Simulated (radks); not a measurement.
Problem. The thallium ion Tl+, [Hg]. Calculated with a radial shooting solver on a logarithmic mesh with Libxc functionals: non-relativistic Kohn-Sham, PBE, spin-polarised, spherical densities, point nucleus. Every spin shell is full or empty, so the densities are truly spherical. Functionals are evaluated on that one density, not self-consistently. Rank these orbital-free kinetic functionals by their error against the exact value of the orbitals, and give that value: Thomas-Fermi, von Weizsacker, TF + vW, TF + vW/9, TF + vW/5, LC94, APBEK, revAPBEK, Perdew 92, Thakkar, Pearson, LKT, DePristo-Kress, Ernzerhof.

Solution. Exact: 18960.9 hartree. From best to worst, with 100 (|E| - |E exact|)/|E exact| (equal figures are ties): LC94 +0.02, APBEK +0.05, revAPBEK +0.18, DePristo-Kress -0.20, Ernzerhof -0.47, Perdew 92 -0.67, TF + vW/9 -0.68, Thakkar -0.78, Pearson -0.83, TF + vW/5 +2.45, Thomas-Fermi -4.60, LKT +15.84, TF + vW +30.66, von Weizsacker -64.75.
